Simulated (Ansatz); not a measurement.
# SiH3Br (SMILES [SiH3]Br): the energy, rung by rung

SiH3Br: 5 atoms, total charge 0, spin state singlet. SMILES: `[SiH3]Br`. Geometry: relaxed at PBE0-D4/def2-TZVP.

```xyz
5

Si   -0.1474    0.0561   -0.0432
Br    1.8530   -0.7051    0.5433
H    -1.0646   -0.1052    1.1079
H    -0.6256   -0.7313   -1.2023
H    -0.0155    1.4856   -0.4056
```

Quantity: the energy change with the Si1–H3 bond stretched from 1.481 to 1.851 Å, in eV. The values are calculated.

```tsv
level	kind	program	value (eV)	less FCI/STO-3G	CPU time (all runs)
SVWN5/STO-3G (restricted)	LDA	Ansatz	1.20	-0.02	1.8 s
PBE/STO-3G (restricted)	GGA	Ansatz	1.14	-0.08	3 s
B3LYP/STO-3G (restricted)	global hybrid	Ansatz	1.26	+0.04	2.9 s
CAM-B3LYP/STO-3G (restricted)	range-separated hybrid	Ansatz	1.35	+0.13	3.3 s
HSE06/STO-3G (restricted)	range-separated hybrid	Ansatz	1.30	+0.08	3.6 s
B2PLYP/STO-3G (restricted)	double hybrid	Ansatz	1.34	+0.12	4 s
MP2/STO-3G (restricted)	perturbation theory	Ansatz	1.41	+0.19	0.48 s
CCSD(T)/STO-3G (restricted)	coupled cluster or CI	Ansatz	1.23	+0.01	0.71 s
CCSDT(Q)/STO-3G (restricted)	coupled cluster or CI	Ansatz	1.22	0.00	2.6 s
FCI/STO-3G	exact in the basis	Ansatz	1.22	0.00	9.5 s
```

FCI/STO-3G is exact within its basis and frozen core, so for wave-function methods in that basis the difference is their error; functionals converge differently with the basis, so for them it is only a difference. All-electron rows without a relativistic Hamiltonian named are non-relativistic. The first shape isn't each level's own minimum. The values span 1.14 to 1.41 eV. All rows use very small basis sets, so none should be taken for the real molecule's value. In the correlated wave-function rows the outer d shell of Br is correlated, in sets not made for it. Times are those of the runs behind each value, whatever else they computed, on shared processors of several kinds: orders of magnitude only.
